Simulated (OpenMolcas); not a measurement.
An OpenMolcas run meant for Ru+ (ANO-RCC-VDZ, DKH2; inactive shells 1s 2s 2p 3s 3p 3d 4s 4p; intended active space 7 electrons in 6 orbitals (4d 5s)). One step of its input:

```
&CASPT2
Multistate=5 1 2 3 4 5
Frozen=8 6
IPEA=0.25
Imaginary=2.0
MaxIter=60
WThr=0.0 0.3 0.05
PrWF=0.5
NoMix
```

The run finished. Its levels beside those of a sound run (MS-CASPT2, IPEA 0.25 Eh, imaginary shift 0.1 Eh (closed shells correlated: 4s 4p)), in cm⁻¹ above each run's lowest level:

```json
{"Level": "4d⁷ ⁴F_9/2", "This run": "0.0", "Usual run": "0.0"}
{"Level": "4d⁷ ⁴F_7/2", "This run": "1659", "Usual run": "1656"}
{"Level": "4d⁷ ⁴F_5/2", "This run": "2726", "Usual run": "2721"}
{"Level": "4d⁷ ⁴F_3/2", "This run": "3377", "Usual run": "3373"}
{"Level": "4d⁶ 5s ⁶D_9/2", "This run": "4188", "Usual run": "5794"}
{"Level": "4d⁶ 5s ⁶D_7/2", "This run": "5205", "Usual run": "6812"}
{"Level": "4d⁶ 5s ⁶D_5/2", "This run": "5852", "Usual run": "7397"}
{"Level": "4d⁶ 5s ⁶D_3/2", "This run": "6295", "Usual run": "7777"}
{"Level": "4d⁶ 5s ⁶D_1/2", "This run": "6575", "Usual run": "8116"}
{"Level": "4d⁷ ⁴P_5/2", "This run": "9409", "Usual run": "8679"}
{"Level": "4d⁷ ⁴P_3/2 [61 %]", "This run": "9394", "Usual run": "8863"}
{"Level": "4d⁷ ⁴P_1/2", "This run": "10738", "Usual run": "9972"}
{"Level": "4d⁷ ²G_9/2", "This run": "11520", "Usual run": "11879"}
{"Level": "4d⁷ ²G_7/2", "This run": "12930", "Usual run": "13283"}
```

Q: Which setting is unsound, and how much does it matter here?

A: The level shift is far above the usual 0.1 to 0.3 hartree and damps the second-order energy. Against the sound run the excited levels shown move by 810 cm-1 on average and by 1600 cm-1 at most.

Term energies are means over components that CASPT2 splits; among the terms shown or strongly mixed into the levels shown the widest spread is 540 cm-1 (4d⁷ ⁴F, the sound run). Some high roots are left out of the spin-orbit mixing, which shifts the levels that they would mix with. Some levels mix across a computed gap that differs much from the measured one, so their mixing is not that of the real levels. Configurations are named by rounded mean occupations; where the s occupation lies near a half they are strongly mixed, a name can repeat and a true partner stay unpaired. A single d shell beside an s shell can misplace configurations of different d count against each other. Levels of configurations outside the active space are missing.

A share in square brackets marks a mixed level and gives the weight of the term that names it, the lowest over the columns.
